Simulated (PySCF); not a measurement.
```xyz
3
charge 0 multiplicity 6, angstrom
Re    0.0000    0.0000   -0.0048
H     1.6924    0.0000    0.4448
H    -1.6924    0.0000    0.4448
```

All numbers come from UPBE0 in PySCF with Re def2-TZVP with ECP60, H def2-TZVP; scalar-relativistic core potentials, no spin–orbit coupling; density-fitted integrals.

This geometry of ReH₂ is a stationary point at this level.

Q: What is the point group?

A: C2v.

Q: Is it a minimum?

A: Yes: all harmonic wavenumbers are real.

Q: List the harmonic modes with their infrared intensities.

A: 
```tsv
symmetry	ω (cm⁻¹)	IR (km/mol)	type
a1	556	26.3	bend
b2	1704	582	stretch
a1	1885	29.6	stretch
```

Q: What is the atomisation energy, with and without zero-point energy?

A: 483 kJ/mol without, 458 kJ/mol with.

In C2v the vibrations span 2a1 + b2. Here b1 is antisymmetric to the molecular plane and b2 lies in it.

This need not be the most stable arrangement of these atoms. With open d or f shells other occupations or spin states may lie lower. Spin–orbit coupling, left out here, can matter for elements this heavy.
